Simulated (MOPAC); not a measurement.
A run for MOPAC: PM6 on CH5BFN (SMILES CB(N)F), a point of a torsion scan.

```
PM6 1SCF PRECISE CHARGE=0 THREADS=1
CH5BFN

C     -1.20428028 1    -0.01851058 1    -0.23767676 1
B      0.22060111 1    -0.11668855 1     0.45282488 1
N      1.42729962 1     0.25911017 1    -0.17060120 1
F      0.25575213 1    -0.29642866 1     1.77902521 1
H     -1.72633140 1    -0.97042004 1    -0.15912155 1
H     -1.15647881 1     0.24882222 1    -1.28924077 1
H     -1.82864293 1     0.71388940 1     0.26909148 1
H      2.25802606 1    -0.30596444 1    -0.11639620 1
H      1.34193695 1     0.58807720 1    -1.12231904 1
```

Output:

```
*******************************************************************************
 **                                                                           **
 **                              MOPAC v23.2.5                                **
 **                                                                           **
 *******************************************************************************
 ** MOPAC's Digital Object Identifier: https://doi.org/10.5281/zenodo.6511958 **
 **                                                                           **
 ** Please cite the open-source release paper for use of this MOPAC version:  **
 ** J. E. Moussa and J. J. P. Stewart (2026)                                  **
 ** MOPAC: An open-source semiempirical molecular orbital program             **
 ** J. Open Source Softw., 11(119), 8025, https://doi.org/10.21105/joss.08025 **
 *******************************************************************************

                              PM6 CALCULATION RESULTS

 *******************************************************************************
 *  PM6        - The PM6 Hamiltonian to be used
 *
 *
 *
 *                 CHARGE ON SYSTEM = 0
 *
 *
 *
 *  PRECISE    - TIGHTER CRITERIA TO BE USED
 *  1SCF       - DO 1 SCF AND THEN STOP
 *  THREADS=1  - MULTI-THREADING NOT USED
 *  T=         - A TIME OF 172800.0 SECONDS REQUESTED
 *  DUMP=N     - RESTART FILE WRITTEN EVERY 7200.0 SECONDS REQUESTED
 *******************************************************************************
PM6 1SCF PRECISE CHARGE=0 THREADS=1
 CH5BFN

   ATOM   CHEMICAL          X               Y               Z
  NUMBER   SYMBOL      (ANGSTROMS)     (ANGSTROMS)     (ANGSTROMS)

     1       C         -1.20428028  *  -0.01851058  *  -0.23767676  *
     2       B          0.22060111  *  -0.11668855  *   0.45282488  *
     3       N          1.42729962  *   0.25911017  *  -0.17060120  *
     4       F          0.25575213  *  -0.29642866  *   1.77902521  *
     5       H         -1.72633140  *  -0.97042004  *  -0.15912155  *
     6       H         -1.15647881  *   0.24882222  *  -1.28924077  *
     7       H         -1.82864293  *   0.71388940  *   0.26909148  *
     8       H          2.25802606  *  -0.30596444  *  -0.11639620  *
     9       H          1.34193695  *   0.58807720  *  -1.12231904  *



          CARTESIAN COORDINATES

    NO.       ATOM           X           Y           Z

     1         C         -1.2043     -0.0185     -0.2377
     2         B          0.2206     -0.1167      0.4528
     3         N          1.4273      0.2591     -0.1706
     4         F          0.2558     -0.2964      1.7790
     5         H         -1.7263     -0.9704     -0.1591
     6         H         -1.1565      0.2488     -1.2892
     7         H         -1.8286      0.7139      0.2691
     8         H          2.2580     -0.3060     -0.1164
     9         H          1.3419      0.5881     -1.1223

 General Reference for PM6:
 "Optimization of Parameters for Semiempirical Methods V: Modification of NDDO Approximations
 and Application to 70 Elements", J. J. P. Stewart, J. Mol. Mod., 13, 1173-1213 (2007)
 URL: https://link.springer.com/article/10.1007/s00894-007-0233-4

           Empirical Formula: C H5 N B F  =     9 atoms



      MOLECULAR POINT GROUP   :   C1


      RHF CALCULATION, NO. OF DOUBLY OCCUPIED LEVELS = 12


 -------------------------------------------------------------------------------
 PM6 1SCF PRECISE CHARGE=0 THREADS=1
 CH5BFN



     1SCF WAS SPECIFIED, SO BFGS WAS NOT USED
     SCF FIELD WAS ACHIEVED


                              PM6 CALCULATION
                                                       MOPAC v23.2.5 Linux




          FINAL HEAT OF FORMATION =       -114.98175 KCAL/MOL =    -481.08366 KJ/MOL


          COSMO AREA              =         98.53 SQUARE ANGSTROMS
          COSMO VOLUME            =         80.91 CUBIC ANGSTROMS

          IONIZATION POTENTIAL    =         10.327340 EV
          HOMO LUMO ENERGIES (EV) =        -10.327  1.370
          NO. OF FILLED LEVELS    =         12
          MOLECULAR WEIGHT        =         60.8656         POINT GROUP:  C1

          MOLECULAR DIMENSIONS (Angstroms)

            Atom       Atom       Distance
            H     8    H     7     4.22961
            H     6    F     4     3.19789
            H     5    H     9     2.20893


          SCF CALCULATIONS        =          1





   ATOM   CHEMICAL          X               Y               Z
  NUMBER   SYMBOL      (ANGSTROMS)     (ANGSTROMS)     (ANGSTROMS)

     1       C         -1.20428028  *  -0.01851058  *  -0.23767676  *
     2       B          0.22060111  *  -0.11668855  *   0.45282488  *
     3       N          1.42729962  *   0.25911017  *  -0.17060120  *
     4       F          0.25575213  *  -0.29642866  *   1.77902521  *
     5       H         -1.72633140  *  -0.97042004  *  -0.15912155  *
     6       H         -1.15647881  *   0.24882222  *  -1.28924077  *
     7       H         -1.82864293  *   0.71388940  *   0.26909148  *
     8       H          2.25802606  *  -0.30596444  *  -0.11639620  *
     9       H          1.34193695  *   0.58807720  *  -1.12231904  *

                             CARTESIAN COORDINATES

   1    C       -1.204280280    -0.018510580    -0.237676760
   2    B        0.220601110    -0.116688550     0.452824880
   3    N        1.427299620     0.259110170    -0.170601200
   4    F        0.255752130    -0.296428660     1.779025210
   5    H       -1.726331400    -0.970420040    -0.159121550
   6    H       -1.156478810     0.248822220    -1.289240770
   7    H       -1.828642930     0.713889400     0.269091480
   8    H        2.258026060    -0.305964440    -0.116396200
   9    H        1.341936950     0.588077200    -1.122319040


           Empirical Formula: C H5 N B F  =     9 atoms



      MOLECULAR POINT GROUP   :   C1


                  EIGENVALUES
 -40.16153 -30.86539 -24.68275 -18.20246 -17.23023 -16.02380 -15.36829 -14.41456
 -13.54389 -13.29924 -12.04503 -10.32734   1.37022   2.13918   4.06107   4.46195
   5.85182   6.01819   6.14229   6.70522   7.18186


              NET ATOMIC CHARGES AND DIPOLE CONTRIBUTIONS

  ATOM NO.   TYPE          CHARGE      No. of ELECS.   s-Pop       p-Pop
    1          C          -0.625215        4.6252     1.09509     3.53013
    2          B           0.470230        2.5298     0.94183     1.58794
    3          N          -0.525213        5.5252     1.50440     4.02081
    4          F          -0.279851        7.2799     1.95013     5.32972
    5          H           0.167264        0.8327     0.83274
    6          H           0.152503        0.8475     0.84750
    7          H           0.172421        0.8276     0.82758
    8          H           0.241848        0.7582     0.75815
    9          H           0.226014        0.7740     0.77399
 DIPOLE           X         Y         Z       TOTAL
 POINT-CHG.     0.502    -0.186    -2.427     2.486
 HYBRID         0.022    -0.491    -0.382     0.623
 SUM            0.524    -0.677    -2.810     2.937


          ATOMIC ORBITAL ELECTRON POPULATIONS

     Atom    s        px        py        pz
    1  C   1.09509   1.17873   1.18350   1.16790
    2  B   0.94183   0.67389   0.32520   0.58885
    3  N   1.50440   1.21195   1.50670   1.30217
    4  F   1.95013   1.97167   1.91913   1.43892
    5  H   0.83274
    6  H   0.84750
    7  H   0.82758
    8  H   0.75815
    9  H   0.77399

 **********************
 *                    *
 * JOB ENDED NORMALLY *
 *                    *
 **********************




 == MOPAC DONE ==
```

The run finished.

Cost: roughly 0.03 core-seconds.
